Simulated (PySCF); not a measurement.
Working out the ionisation energy of Cu

Cu [Ar] 3d10 4s1 (2S) → Cu⁺ [Ar] 3d10 (1S). Calculation: PySCF 2.14, in aug-cc-pVDZ-PP with ECP10MDF (5s5p4d2f, 54 functions); a scalar-relativistic core potential. Frozen: 3s2 3p6. Energies in hartree (1 hartree = 27.21139 eV):

```csv
part,Cu (lower),Cu⁺ (upper)
UHF,-196.165164,-195.922749
MP2 opposite-spin,-0.291425,-0.271039
MP2 same-spin,-0.172747,-0.158386
```

Problem. What does Hartree-Fock give?

Solution. (-195.922749) − (-196.165164) = 0.242415 hartree = 6.596 eV.

Problem. What do MP2 and SCS-MP2 (6/5 opposite-spin, 1/3 same-spin) give?

Solution. The opposite-spin parts differ by 0.555 eV and the same-spin parts by 0.391 eV. MP2: 6.596 + (0.555) + (0.391) = 7.542 eV. SCS-MP2: 6.596 + 1.2 × (0.555) + (0.391)/3 = 7.392 eV.

Measured between the centres of the two terms (NIST): 7.726 eV, so MP2 (valence) is off by -0.184 eV.

A double-zeta basis recovers only part of the correlation energy.

What remains against the reference includes basis incompleteness, the frozen core and correlation beyond second order.
